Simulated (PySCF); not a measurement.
SMILES FC[Si](F)(F)F (CH2F4Si), singlet, B3LYP/def2-SVP optimised geometry.

```
8

F      1.47    -1.41    -0.01
C      1.00    -0.11     0.00
Si    -0.87    -0.11     0.00
F     -1.47    -0.84     1.30
F     -1.39     1.41     0.00
F     -1.47    -0.84    -1.29
H      1.38     0.43    -0.88
H      1.38     0.42     0.90
```

Density from B3LYP/def2-TZVP (PySCF 2.14.0) at that geometry.

Minimum of the electron density along straight lines between bonded atoms, close to the bond critical point (lines longer than 1.1 times the sum of covalent radii, or with two minima, are not listed):

| bond | length / Å | ρ at the minimum / e bohr⁻³ | ∇²ρ there / e bohr⁻⁵ | position (fraction from the first atom) |
|---|---|---|---|---|
| F1–C2 | 1.385 | ? | ? | 0.66 |
| C2–Si3 | 1.871 | 0.134 | ? | 0.61 |
| Si3–F4 | 1.603 | 0.140 | 0.95 | 0.42 |
| Si3–F5 | 1.606 | 0.138 | 0.93 | 0.42 |
| Si3–F6 | 1.603 | 0.140 | 0.95 | 0.42 |
| C2–H7 | 1.105 | 0.277 | -0.96 | 0.65 |
| C2–H8 | 1.106 | 0.277 | -0.96 | 0.65 |

### Question
Fill in the missing entries.

### Answer

- F1–C2, ρ at the minimum / e bohr⁻³: 0.242
- F1–C2, ∇²ρ there / e bohr⁻⁵: -0.21
- C2–Si3, ∇²ρ there / e bohr⁻⁵: 0.12
